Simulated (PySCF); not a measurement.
# How exact exchange moves a shielding

Molecule: `C(/CC=O)=N/[SiH3]`, C3H7NOSi.

Structure with atom numbers: `[O:1]=[CH:2][CH2:3]/[CH:4]=[N:5]\[SiH3:6]`. Each H is labelled by its parent atom.

GIAO shieldings (ppm, equivalent atoms averaged) in PySCF 2.14 on the PBE0-D3(BJ)/def2-SVP geometry, basis pcSseg-1, gas phase, non-relativistic:

| functional | exact exchange (%) | σ(C3) | σ(Si6) |
| --- | --- | --- | --- |
| BLYP | 0 | 113.3 | 401.0 |
| BP86 | 0 | 117.5 | 406.4 |
| PBE | 0 | 117.9 | 408.1 |
| B3LYP | 20 | 119.6 | 410.7 |
| PBE0 | 25 | 125.4 | 420.1 |
| BHandHLYP | 50 | 127.7 | 426.4 |
| HF | 100 | 140.3 | 456.0 |

(1) Fit each shielding as a line in the percentage of exact exchange.

(2) What does the line predict for mPW1PW91 (25 %), and what does the run give?

Answers

(1) σ(C3) = 116.4 + 0.24 x (rms 1.9 ppm); σ(Si6) = 404.4 + 0.50 x (rms 3.0 ppm). The functionals also differ in their semilocal parts, which the line can't hold; Hartree–Fock has no correlation at all.

(2) σ(C3): 122.4 predicted, 124.7 computed; σ(Si6): 416.9 predicted, 418.1 computed ppm.
